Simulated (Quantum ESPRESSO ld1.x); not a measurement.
W I, 74 electrons, occupied as [Xe] 4f14 5d4 6s2 (the NIST ground configuration). All-electron calculation, scalar-relativistic Kohn-Sham, LDA (Slater exchange, VWN5 correlation), spin-polarised, spherical densities, point nucleus; open shells are filled with parallel spins first. Program: ld1.x of Quantum ESPRESSO 7.5.

Radial electron density D(r) = 4 pi r^2 rho(r):

```
   r/bohr * D(r) (the largest magnitude, 136, reaches the edge; | marks zero)
 0.002707 |            *
 0.003668 |                  *
 0.005011 |                         *
 0.006792 |                                *
 0.009278 |                                      *
  0.01257 |                                        *
  0.01718 |                                      *
  0.02328 |                                   *
  0.03181 |                                       *
  0.04311 |                                                 *
  0.05842 |                                                      *
  0.07981 |                                              *
   0.1082 |                                          *
   0.1478 |                                                 *
   0.2003 |                                          *
   0.2736 |                         *
   0.3708 |                            *
   0.5066 |                          *
   0.6866 |             *
   0.9305 |       *
    1.271 |    *
    1.723 | *
    2.354 |*
     3.19 |*
    4.358 *
    5.906 *
    8.068 *
    10.93 *
```

D(r) has 4 maxima, at r = 0.0124, 0.0566, 0.158, 0.418 bohr, and minima at 0.0238, 0.102, 0.296 bohr, inside which lie 1.90, 11.10, 29.94 electrons.
